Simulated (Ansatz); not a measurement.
```yaml
crystal:
  periodic: [false, false, false]
  atoms:
    - {symbol: F, position_ang: [-1.834760, -1.249659, 0.027483]}
    - {symbol: Si, position_ang: [-0.739719, -0.201894, -0.470201]}
    - {symbol: C, position_ang: [0.317130, 0.677847, 0.660762]}
    - {symbol: C, position_ang: [0.969318, -0.309471, 0.017207]}
    - {symbol: H, position_ang: [-1.235951, 0.309836, -1.758114]}
    - {symbol: H, position_ang: [0.602623, 1.397176, 1.419423]}
    - {symbol: H, position_ang: [1.982559, -0.691836, 0.057740]}
basis:
  gaussian: {orbitals: pcseg-2}
magnetization: {spin_polarized: true, initial_magnetization: 0}
hamiltonian: {xc: {name: BHLYP}, dispersion: d3bj}
```

```sh
$ ansatz run in.yaml --threads 2 --pin off --events-out ev --progress --plain --max-ram 4352MiB
```

Output, abridged:

```
Functional definition: BHLYP
1000 factors; their error is unknown
mean field evaluation 1: about -12711.4827 eV, gradient 3.6e1 eV
mean field evaluation 2: about -12711.5992 eV, gradient 3.5e1 eV
mean field evaluation 4: about -12716.9832 eV, gradient 8.8e-1 eV
mean field evaluation 8: about -12717.0945 eV, gradient 2.3e-1 eV
mean field evaluation 16: about -12717.0947 eV, gradient 2.1e-5 eV
mean field -12717.09468629 eV, -467.3446097649 hartree, gradient 2.1e-5 eV, S^2 0.000000; 0 other end points of the search recorded, 0 dependent functions left out
reference -12717.09485807 eV, -467.3446160777 hartree; 19, 19 occupied and 147, 147 virtual orbitals, 1000 factors
Total energy: -12717.28140483 eV, -467.3514715445 hartree
```

Run time 2.4 s (2 threads of an Intel Xeon 6975P-C on a shared host); peak host memory 0.4 GiB.
